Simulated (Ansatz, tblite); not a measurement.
Cost and result up the ladder for (HBe-mu-F)2 (Be₂H₂F₂) (6 atoms). Charge 0, multiplicity 1. Geometry: PBE-D4/def2-TZVP.

```csv
atom,x (Å),y (Å),z (Å)
Be1,0.595,-0.824,-0.446
H2,1.313,-1.817,-0.983
F3,0.352,0.693,-0.811
Be4,-0.595,0.823,0.445
H5,-1.313,1.817,0.983
F6,-0.352,-0.693,0.811
```

Ansatz on 4 threads of Arm Neoverse V2 on a shared host; xTB runs through tblite on one thread. Times are rough, summed over both states, and most runs start from the orbitals of an earlier one. PBE0-D4/def2-TZVP serves as the yardstick here, not as an exact answer. The other state is a doublet.

The xTB rows come from tblite. Correlated methods freeze 2 core orbitals.

Raw xTB energies of ions are shifted by several eV.

```tsv
level	functions	vertical IE (eV)	difference from PBE0-D4/def2-TZVP (eV)	remarks
r2SCAN-D4/def2-TZVP	112	11.08	-0.30	–
CCSD(T)/def2-TZVPP	128	12.17	0.78	large T1 (+1 doublet)
GFN2-xTB	18	15.56	4.18	–
PBE0-D4/def2-TZVP	112	11.39	0.00	–
PBE-D4/def2-TZVP	112	10.91	-0.47	–
GFN1-xTB	20	15.49	4.10	–
```

(1) Estimate how long each takes.

## Answers

(1) GFN1-xTB 0.004 s; GFN2-xTB 0.004 s; PBE-D4/def2-TZVP 1.1 s; PBE0-D4/def2-TZVP 1.5 s; r2SCAN-D4/def2-TZVP 2.8 s; CCSD(T)/def2-TZVPP 37 s. On shared hardware such times vary by a factor of up to 3.
